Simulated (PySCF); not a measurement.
CH4Mg. Atoms are numbered in the order given.

```xyz
6

Mg     0.0000     0.0000    -0.8347
H      0.0000     0.0000    -2.5548
C      0.0000     0.0000     1.2605
H      0.8860     0.5115     1.6693
H      0.0000    -1.0231     1.6693
H     -0.8860     0.5115     1.6693
```

The structure is a stationary point at PBE-D3(BJ)/def2-TZVP.

All values below come from PySCF with B3LYP/def2-TZVPD.

Gas-phase values at a fixed geometry.

The total energy is -240.60446 hartree and the point group is C3v. The highest occupied level is -6.59 eV. The lowest empty level comes out as -0.69 eV and the orbital gap is 5.90 eV. The dipole moment is 0.44 D and the quadrupole, principal values (traceless, Buckingham form, about the centre of nuclear charge) is -13.24, 6.62, 6.62 D·Å. The mean static polarisability is 47.0 bohr³ (6.97 Å³) and the polarisability, principal values is 40.6, 40.6, 59.7 bohr³.
